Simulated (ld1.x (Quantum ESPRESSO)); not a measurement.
## carbon, ultrasoft: configuration errors across variants

```
Element                 : C (Z = 6)
Generator               : ld1.x (Quantum ESPRESSO) 7.5
Type                    : ultrasoft
Functional              : LDA (PZ)
Relativity              : scalar-relativistic
Frozen core             : [He]
Valence charge          : 4
Reference configuration : 2s1.75 2p2.25
Partial waves           : 2s (bound): rcut 0.75, rcutus 1.05 bohr; 2s channel at 0.5 Ry: rcut 0.75, rcutus 1.05 bohr; 2p (bound): rcut 1.15, rcutus 1.50 bohr; 2p channel at 1.55 Ry: rcut 1.15, rcutus 1.50 bohr
Local potential         : all-electron potential smoothed inside 1.30 bohr (lloc = -1)
Core correction         : none
Augmentation charge     : built from norm-conserving waves at rcut, not smoothed further
```

All-electron excitation energies from the reference (eV): (1) 2s2 2p2 -2.057; (2) 2s2 2p1 8.931; (3) 2s2 2p0 33.190; (4) 2s1 2p2 17.425; (5) 2s1 2p0 81.160; (6) 2s0 2p4 14.460; (7) 2s2 2p2.3 -3.256; (8) 2s1.75 2p2.25 spin -1.825; (9) 2s2 2p2 spin -3.185.

Spin tests fill each open shell by Hund’s rule, majority spin first.

3 further variants failed, have other tests or another functional or relativity, and are left out.

Errors AE − PS in meV (a dash: test not solved or not reliable):

| change | (1) | (2) | (3) | (4) | (5) | (6) | (7) | (8) | (9) | bound ghosts |
| --- | --- | --- | --- | --- | --- | --- | --- | --- | --- | --- |
| base | +1.0 | +14 | +118 | +5.4 | +313 | +50 | +0.6 | +195 | +129 | none |
| local potential all-electron potential smoothed inside 1.20 bohr (lloc = -1) | +1.0 | +14 | +118 | +5.4 | +313 | +50 | +0.6 | +195 | +129 | none |
| waves 2s (bound): rcut 0.75, rcutus 1.04 bohr; 2s channel at 0.5 Ry: rcut 0.75, rcutus 1.04 bohr | +1.0 | +14 | +118 | +5.4 | +313 | +50 | +0.6 | +195 | +129 | none |
| core correction a·sin(br)/r model core inside 0.58 bohr | +0.5 | +3.2 | +20 | +3.5 | +58 | +26 | +0.4 | +34 | +21 | none |

(1) Give the same row for: waves 2p (bound): rcut 0.90, rcutus 0.96 bohr; 2p channel at 1.55 Ry: rcut 0.90, rcutus 0.96 bohr.

Results:

(1) +0.9, +12, +104, +5.7, +290, +45, +0.6, +195, +129; bound ghosts: none.
